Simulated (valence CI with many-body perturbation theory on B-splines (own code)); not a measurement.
Level structure of Dy LX

Calculated by valence CI with perturbative core correlation (CI+MBPT): five valence electrons over a frozen Dirac-Fock core [He], radial functions for each j: 11 s, 11 p, 10 d, 8 f, 5 g, 2 h, with the one-electron correlation potential Σ1 (screened to all orders), the two-electron term Σ2, the three-electron term Σ3, Breit, model QED; selected single and double excitations, second order for the rest, scaled by the run's own slope (own B-spline code, finite nucleus).

The last digits are not significant, and no measured levels were compared; by estimate large intervals hold to a few tenths of a per cent, small ones and those within an open d or f shell to about a per cent. Among the levels kept, up to 7300 cm⁻¹ of a level comes from second order outside the variational space, and about a tenth of that is noise between levels of different J, which matters for small intervals.

Levels 91 to 135 of 201, with energies above the lowest level, (2s^2 2p1/2^2 2p3/2) J=3/2. "Leading %" is the weight of the configuration and term that name the level; weights of strongly mixed levels are sums over their largest components and can fall short. In the jj column 3d3/2^4 stands for four electrons in 3d with j = 3/2.

```
No.  Configuration  Term    J  E (eV)  Leading %     Second component                      Leading jj
 91      2s 2p3 3p    6P  3/2  8949.4         40    20 % 2s 2p3 3p 4D   2s 2p1/2 2p3/2^2 3p1/2 (99 %)
 92      2s 2p3 3s   4P°  1/2  8958.7         83   15 % 2s 2p3 3s 2P°      2s 2p1/2 2p3/2^2 3s (99 %)
 93      2s 2p3 3p    4F  5/2  8960.9         29    23 % 2s 2p3 3p 4P   2s 2p1/2 2p3/2^2 3p1/2 (99 %)
 94      2s 2p3 3s   2S°  1/2  8973.1         42   31 % 2s 2p3 3s 4D°      2s 2p1/2 2p3/2^2 3s (74 %)
 95      2s 2p3 3s   4S°  3/2  8979.7         38   27 % 2s 2p3 3s 2D°      2s 2p1/2 2p3/2^2 3s (96 %)
 96      2s 2p3 3s   4P°  3/2  8985.3         36   23 % 2s 2p3 3s 2P°      2s 2p1/2 2p3/2^2 3s (94 %)
 97      2s 2p3 3s   2D°  5/2  8986.5         52  17 % 2s2 2p2 3p 4P°      2s 2p1/2 2p3/2^2 3s (58 %)
 98      2s 2p3 3s   2D°  3/2  8989.1         58   16 % 2s 2p3 3s 4D°      2s 2p1/2 2p3/2^2 3s (98 %)
 99      2s 2p3 3p    2F  7/2  8992.8         42    34 % 2s 2p3 3p 4F   2s 2p1/2 2p3/2^2 3p1/2 (99 %)
100     2s2 2p2 3p   4D°  7/2  8998.0         62  34 % 2s2 2p2 3p 2F°       2s^2 2p3/2^2 3p3/2 (96 %)
101     2s2 2p2 3p   2P°  1/2  9003.7         37  24 % 2s2 2p2 3p 2S°       2s^2 2p3/2^2 3p3/2 (68 %)
102      2s 2p3 3s   2D°  5/2  9004.5         32  30 % 2s2 2p2 3p 2D°       2s^2 2p3/2^2 3p3/2 (55 %)
103      2s 2p3 3s   2P°  1/2  9011.2         86    5 % 2s 2p3 3s 4P°      2s 2p1/2 2p3/2^2 3s (95 %)
104      2s 2p3 3p    4P  5/2  9023.3         52    25 % 2s 2p3 3p 2D   2s 2p1/2 2p3/2^2 3p1/2 (99 %)
105     2s2 2p2 3p   2P°  3/2  9043.2         58  14 % 2s2 2p2 3p 2D°       2s^2 2p3/2^2 3p3/2 (93 %)
106      2s 2p3 3p    4D  1/2  9047.6         70    22 % 2s 2p3 3p 2P  2s 2p1/2 2p3/2^2 3p1/2 (100 %)
107      2s 2p3 3p    4P  1/2  9061.3         50    24 % 2s 2p3 3p 2P   2s 2p1/2 2p3/2^2 3p1/2 (96 %)
108      2s 2p3 3p    4F  3/2  9064.3         26    25 % 2s 2p3 3p 2P   2s 2p1/2 2p3/2^2 3p1/2 (94 %)
109     2s2 2p2 3p   2P°  3/2  9065.0         58  14 % 2s2 2p2 3p 2D°       2s^2 2p3/2^2 3p3/2 (95 %)
110      2s 2p3 3p    2F  5/2  9072.6         58    16 % 2s 2p3 3p 2D   2s 2p1/2 2p3/2^2 3p1/2 (94 %)
111      2s 2p3 3p    2D  3/2  9075.6         35    34 % 2s 2p3 3p 4D   2s 2p1/2 2p3/2^2 3p1/2 (98 %)
112     2s2 2p2 3d    2D  3/2  9101.2         28   24 % 2s2 2p2 3d 4P       2s^2 2p3/2^2 3d3/2 (92 %)
113     2s2 2p2 3d    4D  5/2  9103.3         27   22 % 2s2 2p2 3d 2F       2s^2 2p3/2^2 3d3/2 (91 %)
114     2s2 2p2 3d    2F  7/2  9104.0         38   29 % 2s2 2p2 3d 2G       2s^2 2p3/2^2 3d3/2 (98 %)
115     2s2 2p2 3d    4P  1/2  9106.1         41   25 % 2s2 2p2 3d 2P       2s^2 2p3/2^2 3d3/2 (89 %)
116      2s 2p3 3p    2P  3/2  9111.6         40    25 % 2s 2p3 3p 2D   2s 2p1/2 2p3/2^2 3p1/2 (98 %)
117      2s 2p3 3p    4P  1/2  9112.7         40    32 % 2s 2p3 3p 2S   2s 2p1/2 2p3/2^2 3p1/2 (95 %)
118     2s2 2p2 3d    2F  7/2  9147.2         51   37 % 2s2 2p2 3d 4D       2s^2 2p3/2^2 3d5/2 (98 %)
119     2s2 2p2 3d    4F  9/2  9148.0         63   35 % 2s2 2p2 3d 2G       2s^2 2p3/2^2 3d5/2 (98 %)
120     2s2 2p2 3d    2D  3/2  9155.3         58   12 % 2s2 2p2 3d 4F       2s^2 2p3/2^2 3d3/2 (86 %)
121     2s2 2p2 3d    2P  1/2  9161.8         54   27 % 2s2 2p2 3d 2S       2s^2 2p3/2^2 3d5/2 (96 %)
122     2s2 2p2 3d    2D  5/2  9183.2         54   10 % 2s2 2p2 3d 4P       2s^2 2p3/2^2 3d5/2 (90 %)
123     2s2 2p2 3d    2D  3/2  9187.0         45   34 % 2s2 2p2 3d 2P       2s^2 2p3/2^2 3d5/2 (86 %)
124      2s 2p3 3p    6P  7/2  9192.3         49    30 % 2s 2p3 3p 4F   2s 2p1/2 2p3/2^2 3p3/2 (99 %)
125      2s 2p3 3p    4P  5/2  9194.5         32    23 % 2s 2p3 3p 6P   2s 2p1/2 2p3/2^2 3p3/2 (90 %)
126      2s 2p3 3p    4P  1/2  9203.5         62    25 % 2s 2p3 3p 2P   2s 2p1/2 2p3/2^2 3p3/2 (99 %)
127     2s2 2p2 3d    2D  5/2  9215.5         65   12 % 2s2 2p2 3d 2F       2s^2 2p3/2^2 3d5/2 (97 %)
128      2s 2p3 3p    4P  3/2  9228.6         47    22 % 2s 2p3 3p 2D   2s 2p1/2 2p3/2^2 3p3/2 (98 %)
129      2s 2p3 3p    4F  9/2  9234.7         99                        2s 2p1/2 2p3/2^2 3p3/2 (99 %)
130      2s 2p3 3p    4D  7/2  9236.3         64    35 % 2s 2p3 3p 2F   2s 2p1/2 2p3/2^2 3p3/2 (99 %)
131      2s 2p3 3p    2P  3/2  9236.4         49       16 % 2p4 3s 2P   2s 2p1/2 2p3/2^2 3p3/2 (73 %)
132         2p4 3s    4P  5/2  9250.3         40    20 % 2s 2p3 3p 2D       2p1/2^2 2p3/2^2 3s (59 %)
133      2s 2p3 3p    2D  5/2  9276.8         32    21 % 2s 2p3 3p 4P   2s 2p1/2 2p3/2^2 3p3/2 (75 %)
134      2s 2p3 3d   6D°  3/2  9284.0         42   21 % 2s 2p3 3d 4D°   2s 2p1/2 2p3/2^2 3d3/2 (99 %)
135         2p4 3s    2P  3/2  9285.2         34       21 % 2p4 3s 2D       2p1/2^2 2p3/2^2 3s (63 %)
```
